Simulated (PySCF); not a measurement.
Compound: BClH₅PSi.
SMILES with atom numbers: `[SiH3:1][PH:2][BH:3][Cl:4]` (hydrogens: H5, H6, H7 on Si1; H8 on P2; H9 on B3)

The calculation used PySCF, PBE0-D3(BJ)/def2-SVP geometry optimisation, gas phase.

What internal coordinates does the optimisation give?

```
                  bond  length (Å)
                Si1–P2       2.254
                 P2–B3       1.883
                B3–Cl4       1.750
Si1–H5, Si1–H6, Si1–H7       1.492
                 P2–H8       1.423
                 B3–H9       1.206
```

Bonds in one row agree within 0.01 Å and their mean is given. A selection of angles:
```
    angle  degrees
P2–Si1–H5    107.9
P2–Si1–H6    114.0
P2–Si1–H7    106.4
H5–Si1–H6    109.0
Si1–P2–B3     99.0
Si1–P2–H8    101.1
 B3–P2–H8    101.7
P2–B3–Cl4    122.5
 P2–B3–H9    119.6
Cl4–B3–H9    117.7
```

Torsions: Si1–P2–B3–Cl4 131° (anticlinal). The mirror-image conformer, all signs reversed, is as good.

P2 (three-coordinate phosphorus) is pyramidal (angles 101.7°, 101.1° and 99.0°, sum 301.8°, 0.81 Å off the plane of its three neighbours). B3 (three-coordinate boron) is planar (angles 122.5°, 119.6° and 117.7°, sum 359.8°, 0.04 Å off the plane of its three neighbours). Si1 (SiH3 silicon) is distorted tetrahedral (angles from 106.4° to 114.0°).

Point group: C1 (no symmetry element, even within 0.4 Å). No frequency check. The numbers are those of one conformer.

The run took 17 s on Arm Neoverse V2, one thread, no GPU, shared host with 96 logical CPUs at a one-minute load of 61, and the process peaked at 0.38 GiB of memory. This is the geometry optimisation.
